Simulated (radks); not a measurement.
Problem. Excited configurations of Mg+: one electron is placed in a higher orbital outside [Ne]. The ground configuration is [Ne] 3s1. Calculated with a radial shooting solver on a logarithmic mesh with Libxc functionals: scalar-relativistic Kohn-Sham, PBEsol, spin-polarised, spherical densities, finite nucleus; open shells are filled with parallel spins first; Fermi nuclear charge, rms radius 3.057 fm. Excitation = E - E(ground); binding = E(ion) - E, where the ion is the core of charge +2; n* = 2/sqrt(2 binding) in atomic units, and the quantum defect is n - n*.

| outer orbital | excitation (eV) | binding (eV) | n* | quantum defect | eigenvalue (eV) | <r> (bohr) |
|---|---|---|---|---|---|---|
| 4d | 11.447 | 3.751 | 3.809 | 0.191 | -2.879 | 9.748 |
| 4f | 11.678 | 3.521 | 3.931 | 0.069 | -2.576 | 8.797 |
| 5d | 12.726 | 2.473 | 4.691 | 0.309 | -1.960 | 15.81 |
| 6s | 12.707 | 2.492 | 4.673 | 1.327 | -2.038 | 17.16 |
| 6f | 13.530 | 1.669 | 5.710 | 0.290 | -1.338 | 22.80 |
| 7p | 13.636 | 1.562 | 5.902 | 1.098 | -1.288 | 27.22 |
| 7d | 13.902 | 1.297 | 6.478 | 0.522 | -1.065 | 32.04 |

Estimate the row for 4p.

Solution. excitation (eV) 9.767; binding (eV) 5.432; n* 3.165; quantum defect 0.835; eigenvalue (eV) -4.248; <r> (bohr) 7.327. The Delta-SCF ionisation energy is 15.199 eV (NIST Atomic Spectra Database: 15.035 eV, measured). Self-interaction in the functional shifts the binding energies and quantum defects, so they are the method's values and not measured ones.
